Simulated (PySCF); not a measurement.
# Reading the logs of faulty runs: BH5NOSi cation

All numbers below are calculated, not measured. They come from PySCF 2.14.0, an open-source quantum chemistry program, on an isolated molecule that a program drew, which may never have been made. The molecule is BH5NOSi cation (charge +1, singlet), drawn as the SMILES string `BN[SiH+]O`.

Each row is a Hartree-Fock (HF) and frozen-core CCSD(T) single point in the cc-pV(D+d)Z basis, meant for a local HF minimum. Run 1 is clean. Each other run has one planted mistake out of seven kinds, and not every kind appears here: one electron removed, one electron added, multiplicity raised by two, geometry at a saddle point, minimal basis STO-3G, one bond length entered in bohr, all coordinates scaled. The reference is restricted for singlets and unrestricted otherwise, and also for a bond in bohr. Adding or removing an electron swaps singlet and doublet. Electrons count all cores. HOMO and LUMO are orbital energies over both spins, the gradient is its largest component, and the lowest frequency (negative if imaginary) is given only where the gradient is small. Bond lengths are over the 8 bonds as drawn. T1 is the CCSD diagnostic: over 0.02 (restricted) or 0.045 (unrestricted) a single reference is doubtful.

Geometry of the clean run:
```xyz
9
BH5NOSi cation, angstrom
B    -0.7267    0.9991   -0.4902
N     0.2415    1.7442   -1.3012
Si    1.8721    1.5538   -1.3359
O     2.5173    0.4644   -0.4150
H    -0.3097    0.1544    0.2348
H    -1.8730    1.2845   -0.6061
H    -0.1424    2.4544   -1.9063
H     2.6927    2.3805   -2.2037
H     3.4265    0.2106   -0.2986
```

```
run  electrons  basis functions  <S^2>  HOMO (eV)  LUMO (eV)  gradient (hartree/bohr)  lowest frequency (cm^-1)  mean bond (Å)  longest bond (Å)      T1  HF (hartree)  CCSD(T) (hartree)                 mistake
  1         38               90  0.000     -17.74      -3.69                  1.2e-05                       174         1.3078             1.642  0.0138    -445.68673         -446.24973                no fault
  2         37               90  0.778     -24.72     -15.16                  1.2e-01                         -         1.3078             1.642  0.0201    -445.08258         -445.62400    one electron removed
  3         38               90  0.000     -17.98      -3.50                  4.5e-02                         -         1.2555             1.576  0.0124    -445.66929         -446.22339  all coordinates scaled
  4         38               29  0.000     -16.38      -0.90                  4.5e-02                         -         1.3078             1.642  0.0215    -440.34421         -440.55877    minimal basis STO-3G
  5         39               90  0.771      -5.06       3.23                  8.0e-02                         -         1.3078             1.642  0.0228    -445.84663         -446.42852                       ?
  6         38               90  2.047     -11.18      -7.78                  7.9e-02                         -         1.3078             1.642  0.0237    -445.46065         -446.02823                       ?
```

**Which mistake was planted in run 5, and what did it cost?**

It counts 39 electrons, one more than the clean run, at the same geometry and basis. So the mistake is: one electron added. Subtracting run 1 and multiplying by 627.51 kcal/mol a hartree, the energy moved by -100.3 kcal/mol in HF and -112.2 kcal/mol in CCSD(T).

**Which mistake was planted in run 6, and what did it cost?**

Electrons, basis and geometry are unchanged, and <S^2> is 2.047, beside S(S+1) = 2.00 for a multiplicity of 3. So the mistake is: multiplicity raised by two. Subtracting run 1 and multiplying by 627.51 kcal/mol a hartree, the energy moved by 141.9 kcal/mol in HF and 139.0 kcal/mol in CCSD(T).

Cautions from the logs. Run 4: T1 is over the limit, so its CCSD(T) energy is less reliable.
